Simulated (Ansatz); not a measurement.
One change: `OC(F)(F)[SiH2]Cl` becomes `OC(F)F`.

Ansatz, PBE0-D4/def2-TZVP geometries, multiplicity 1. Each molecule was computed in one conformer, which needn't be the lowest.

```csv
property,`OC(F)(F)[SiH2]Cl`
LUMO energy (B3LYP/def2-TZVPP) / eV,-0.32
size of the dipole moment (B3LYP/def2-TZVPP) / D,0.84
HOMO–LUMO gap (B3LYP/def2-TZVPP) / eV,8.57
HOMO energy (PBE0/def2-TZVPP) / eV,-9.11
LUMO energy (PBE/def2-TZVPP) / eV,-1.01
HOMO–LUMO gap (PBE0/def2-TZVPP) / eV,9.01
```

Give the same properties after the change, and the shifts. (Estimate.)

Ansatz gave: 
| property | `OC(F)F` | shift |
| --- | --- | --- |
| LUMO energy (B3LYP/def2-TZVPP) / eV | 0.68 | 1.00 |
| size of the dipole moment (B3LYP/def2-TZVPP) / D | 0.77 | -0.07 |
| HOMO–LUMO gap (B3LYP/def2-TZVPP) / eV | 10.45 | 1.88 |
| HOMO energy (PBE0/def2-TZVPP) / eV | -10.06 | -0.95 |
| LUMO energy (PBE/def2-TZVPP) / eV | 0.20 | 1.21 |
| HOMO–LUMO gap (PBE0/def2-TZVPP) / eV | 11.17 | 2.16 |

With PBE0 the HOMO falls by 0.95 eV and the LUMO rises by 1.22 eV, so the gap widens by about 2.17 eV. PBE moves the HOMO by -0.47 eV and ωB97M-V by -1.21 eV. Dipoles are sizes alone; their direction can turn.

B3LYP here is the variant with VWN-RPA as its local correlation; programs differ in this.
